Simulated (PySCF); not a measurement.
Vertical excitations of a molecule C3H4O2Si from PySCF 2.14.0 with TDDFT-PBE/def2-SVPD, as energy in eV (oscillator strength): 3.74 (0.000), 5.11 (0.045), 5.53 (0.011), 5.70 (0.002), 5.90 (0.001), 5.91 (0.190), 6.39 (0.001), 6.45 (0.000), 6.68 (0.044), 6.73 (0.000). Lowest triplet (TDA): 3.39 eV. Geometry optimised at PBE-D3(BJ)/def2-SVP. The values are those of a single conformer.

Task: Identify the compound among the candidates.
(A) C=C=C1O[SiH2]O1
(B) C#C[SiH2]OC=O
(C) O=C1C=C[SiH2]O1
(D) O=C[Si@H]1C=CO1

Result: C, O=C1C=C[SiH2]O1
